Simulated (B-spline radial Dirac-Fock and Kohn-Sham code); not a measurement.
Dipole and non-dipole photoemission parameters of Pr⁵⁺ 3s

System: the Pr⁵⁺ ion, configuration [Kr] 4d10 5s2 5p6; threshold 1565.4 eV (orbital energy of the model). Calculated with a radial atomic solver, using Dirac-Hartree-Slater photoionisation with a Latter tail; cross sections with all multipoles, angular parameters from the dipole term and its interference with E2.

For linearly polarised light dσ/dΩ = σ/(4π) [1 + β P₂(cos θ) + (δ + γ cos²θ) sin θ cos φ], with θ from the polarisation vector and φ the angle between the beam and the projection of the electron momentum on the plane normal to the polarisation.

```
hν (eV)  σ (kb)      β       γ
   3380    16.0  1.980   0.069
   3540    14.8  1.980   0.038
   4000    12.0  1.981  -0.032
   5140       ?      ?       ?
 5414.7    6.96  1.983  -0.125
   6050    5.64  1.983  -0.126
   7240    3.99  1.984  -0.089
   8110    3.19  1.984  -0.043
   8650    2.81  1.984  -0.009
  12000    1.44  1.984   0.266
  12400    1.35  1.984   0.303
  12800    1.26  1.984   0.341
  15000   0.900  1.984   0.550
```

Q: Give the values at 5140 eV.

A: σ = 7.67 kb, β = 1.983, γ = -0.118. For an s subshell δ is negligible.
